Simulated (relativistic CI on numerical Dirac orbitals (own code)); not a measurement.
# Os: q coefficients and field-shift factors

Computed by Dirac-Coulomb-Breit CI, orbitals from a KLI potential per configuration, valence Slater integrals scaled by 0.85, P86 correlation energy added to each configuration, derivatives by finite differences, QED left out (own radial code, finite nucleus).

CI space (outside the closed core [Xe] 4f14): 5d⁶6s², 5d⁷6s, 5d⁶6s6p, 5d⁷6p, 5d⁸, 5d⁷6d, 5d⁷7s, 5d⁶6s7s. Levels of other configurations are missing.

With x = (α/α₀)² − 1 an excitation energy changes as ω = ω₀ + qx; K = 2q/ω₀ is the relative enhancement. Terms are leading LS components, so labels can repeat. The field-shift factor is F = δν/δ⟨r²⟩ for the transition from the lowest level.

Lowest level 5d⁶6s² ⁵D4.

| Level | ω₀ (cm⁻¹) | q (cm⁻¹) | K | F (GHz/fm²) |
| --- | --- | --- | --- | --- |
| 5d⁷6s ⁵F5 | 1155.1 | 22870 | 39.6 | -34.8 |
| 5d⁶6s² ³P2 | 1814.3 | 2892 | 3.19 | -5.28 |
| 5d⁶6s² ⁵D3 | 3874.9 | 3786 | 1.95 | 1.37 |
| 5d⁷6s ⁵F4 | 4655.8 | 25730 | 11.1 | -34.1 |
| 5d⁶6s² ⁵D1 | 5027.5 | 5199 | 2.07 | -0.625 |
| 5d⁶6s² ⁵D0 | 5486.1 | 4393 | 1.6 | 0.542 |
| 5d⁷6s ⁵F3 | 7019.4 | 27520 | 7.84 | -33.8 |
| 5d⁷6s ⁵F2 | 8059.9 | 19540 | 4.85 | -20.6 |
| 5d⁷6s ⁵F2 | 8754.6 | 21700 | 4.96 | -23.3 |
| 5d⁷6s ⁵F1 | 9016.1 | 27210 | 6.04 | -32.3 |
| 5d⁶6s² ³F4 | 9708.7 | 9732 | 2 | -10.8 |
| 5d⁶6s² ³F2 | 11608.5 | 10340 | 1.78 | -9.89 |
| 5d⁷6s ⁵P3 | 12145.0 | 17000 | 2.8 | -20 |

Correlation outside the listed configurations is missing or only estimated: errors of thousands of cm⁻¹ between configurations and terms are usual at this charge. Rates and lifetimes follow the computed energies and can be off by large factors. The fine structure of a lone outer electron comes out too small, for d and f at times inverted, and misplaced configurations move strength between like terms.
